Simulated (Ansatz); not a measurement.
`F[Si](F)([SiH3])Br` + H₂ → `F[SiH](F)Br` + SiH₄ at 700 K and 1 bar (hydrogenolysis of the Si–Si bond).

Isolated molecules relaxed with PBE0-D4/def2-TZVP in Ansatz; ΔE leaves out vibrations. CCSD(T)/CBS is the MP2 limit (def2-TZVPP, def2-QZVPP) plus CCSD(T) − MP2 in def2-TZVPP, frozen cores. This one scheme is used for every species. For Br outer-core shells are correlated without core-valence functions, which leaves a few kJ/mol of doubt a bond. Scalar relativity is left out up to krypton.

| species | CCSD(T)/CBS energy (Eh) | H − E (kJ/mol) | S (J/(mol·K)) |
| --- | --- | --- | --- |
| `F[Si](F)([SiH3])Br` | -3353.04613 | 162.1 | 486.6 |
| H₂ | -1.17544 | 46.8 | 155.3 |
| `F[SiH](F)Br` | -3062.76774 | 90.9 | 381.1 |
| SiH₄ | -291.46306 | 115.5 | 252.9 |

H − E and S are ideal-gas, rigid-rotor, harmonic terms from PBE0-D4/def2-TZVP. The MP2-based limit puts H₂ 0.8 mEh under its directly extrapolated value; such offsets cancel only in part. 1 Eh = 2625.50 kJ/mol, R = 8.31446 J/(mol·K).

Problem. By hand: ΔE, ΔH, ΔS and ΔG.

Solution. ΔE = (-3062.76774) + (-291.46306) − (-3353.04613) − (-1.17544) = -0.00923 Eh = -24.2 kJ/mol. Δ(H − E) = 90.9 + 115.5 − 162.1 − 46.8 = -2.5, so ΔH = -26.7 kJ/mol. ΔS = 381.1 + 252.9 − 486.6 − 155.3 = -7.9 J/(mol·K). ΔG = -26.7 − 700 × (-7.9)/1000 = -21.2 kJ/mol.

Problem. By hand: the equilibrium constant, and the temperature at which ΔG would vanish if ΔH and ΔS stayed fixed.

Solution. log₁₀ K = −ΔG/(RT ln 10) = 1.6. ΔG = 0 at ΔH/ΔS = 3380 K, far beyond where these terms or the molecules hold.

The number of gas molecules stays the same, so ΔS is small and ΔH decides. A doubt of 5 kJ/mol in ΔE shifts log₁₀ K by 0.4 here. These are equilibria of isolated gas molecules and say nothing of rates. Largest T1 diagnostic: 0.011 (customary marks: 0.02 for closed shells, 0.045 for open ones).
